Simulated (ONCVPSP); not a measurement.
**hafnium: excitation energies, all-electron against ONCV**

ONCVPSP 4.0.1 input, shortened (lines: element, Z, core and valence counts, functional; n l f; lmax; l rc ep ncon nbas qcut; lloc lpopt rc5 dvloc0; l nproj debl; icmod fcfact rcfact), PBE, non-relativistic:

```
  Hf 72.00   10    5        4      upf
    1    0    2.00
    2    0    2.00
    2    1    6.00
    3    0    2.00
    3    1    6.00
    3    2   10.00
    4    0    2.00
    4    1    6.00
    4    2   10.00
    4    3   14.00
    5    0    2.00
    5    1    6.00
    5    2    2.00
    6    0    1.75
    6    1    0.25
    2
    0    2.20    0.00    4    8    5.40
    1    2.70    0.00    3    6    5.50
    2    2.50    0.00    3    8    5.90
    4    5    2.00    2.00
    0    2    1.80
    1    3    2.40
    2    2    1.10
    1    0.30    0.00
```

Energies are relative to the spin-unpolarised reference configuration 5s2 5p6 5d2 6s1.75 6p0.25; without spin polarisation the order of configurations can differ from experiment.

| valence configuration | charge | ΔE all-electron (eV) | error AE − PS (meV) |
| --- | --- | --- | --- |
| 5s2 5p6 5d2 6s2 6p0 | 0 | -0.726 | 0.0 |
| 5s2 5p6 5d2 6s1 6p0 | +1 | 6.335 | -0.8 |
| 5s2 5p6 5d3 6s0 6p0 | +1 | 6.543 | -10 |

Task: What are ΔE and the potential's error for 5s2 5p6 5d2 6s0 6p0?

Result: ΔE = 19.138 eV all-electron; the error (AE − PS) is -7.4 meV.
